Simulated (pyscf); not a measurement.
HO–SiH₂–PH₂, singlet

Gas-phase minimum from PySCF at ωB97X-D3(BJ)/def2-SVP, one conformer. 

```
Si
O 1 1.6684
H 2 0.9628 1 116.80
H 1 1.4850 2 105.72 3 -177.62
H 1 1.4950 4 109.49 2 121.19
P 1 2.2538 4 113.23 5 118.02
H 6 1.4235 1 94.99 4 36.00
H 6 1.4251 7 94.77 1 93.69
```

Properties at ωB97X-D3(BJ)/def2-SVP:

```yaml
harmonic_wavenumbers_unscaled: 142, 168, 266, 463, 479, 648, 704, 772, 835, 904, 923, 971, 1107, 2232, 2285, 2446, 2461, 3931 cm⁻¹
zero_point_energy: 31.1 kcal/mol
rotational_symmetry_number: 1
Entropy of this conformer at 298 K and 1 atm, rigid rotor and harmonic oscillator, modes under 100 cm⁻¹ raised to 100: 309.1 J/(mol K)
dipole_moment: 0.54 D
```

Single-point totals, which compare only within one level (frozen core for MP2 and CC):

| level | total energy (hartree) |
|---|---|
| ωB97X-D3(BJ)/def2-TZVP | -709.23547 |
| PBE/def2-TZVP | -708.77422 |
| r²SCAN/def2-TZVP | -709.08007 |
| B3LYP-D3(BJ)/def2-TZVP | -709.22837 |
| PBE0-D3(BJ)/def2-TZVP | -708.84131 |
| M06-2X/def2-TZVP | -709.09401 |
| ωB97M-D3(BJ)/def2-TZVP | -709.27269 |
| HF/def2-TZVPP | -707.54971 |
| MP2/def2-TZVPP | -708.07661 |
| CCSD/def2-TZVPP | -708.11773 |
| CCSD(T)/def2-TZVPP | -708.13874 |

Soft torsions are taken as harmonic, which can shift the entropy by several J/(mol K). The CCSD(T) − MP2 part came from Ansatz, without density fitting, on the same reference.
